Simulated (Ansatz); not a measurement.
`N#C[SiH2]CF` + HI → `FCI` + `N#C[SiH3]` at 700 K and 1 bar (substitution at a C–Si bond).

Gas-phase electronic energies from Ansatz, PBE0-D4/def2-TZVP geometries. CCSD(T)/CBS is the MP2 limit (def2-TZVPP, def2-QZVPP) plus CCSD(T) − MP2 in def2-TZVPP, frozen cores. This one scheme is used for every species. Elements past krypton have def2 core potentials. For I outer-core shells are correlated without core-valence functions, which leaves a few kJ/mol of doubt a bond. One conformer a species, not always the lowest.

| species | CCSD(T)/CBS energy (Eh) | H − E (kJ/mol) | S (J/(mol·K)) |
| --- | --- | --- | --- |
| `N#C[SiH2]CF` | -522.05904 | 215.6 | 440.9 |
| HI | -298.03592 | 34.6 | 231.7 |
| `FCI` | -436.46970 | 116.4 | 337.5 |
| `N#C[SiH3]` | -383.61554 | 133.4 | 333.7 |

H − E and S are ideal-gas, rigid-rotor, harmonic terms from PBE0-D4/def2-TZVP, for one conformer and one mirror image of each species. 1 Eh = 2625.50 kJ/mol, R = 8.31446 J/(mol·K).

Task: By hand: ΔE, ΔH, ΔS and ΔG.

Result: ΔE = (-436.46970) + (-383.61554) − (-522.05904) − (-298.03592) = 0.00972 Eh = 25.5 kJ/mol. Δ(H − E) = 116.4 + 133.4 − 215.6 − 34.6 = -0.4, so ΔH = 25.1 kJ/mol. ΔS = 337.5 + 333.7 − 440.9 − 231.7 = -1.4 J/(mol·K). ΔG = 25.1 − 700 × (-1.4)/1000 = 26.1 kJ/mol.

Task: By hand: the equilibrium constant, and the temperature at which ΔG would vanish if ΔH and ΔS stayed fixed.

Result: log₁₀ K = −ΔG/(RT ln 10) = -1.9. ΔH and −TΔS have one sign here, so there is no such temperature.

The number of gas molecules stays the same, so ΔS is small and ΔH decides. A doubt of 5 kJ/mol in ΔE shifts log₁₀ K by 0.4 here. Other conformers and mirror images would add mixing entropy, several J/(mol·K) or more a flexible species. These are equilibria of isolated gas molecules and say nothing of rates. Largest T1 diagnostic: 0.013 (customary marks: 0.02 for closed shells, 0.045 for open ones).

ΔS is within the doubt of such terms, so its sign, and with it that verdict, could turn.
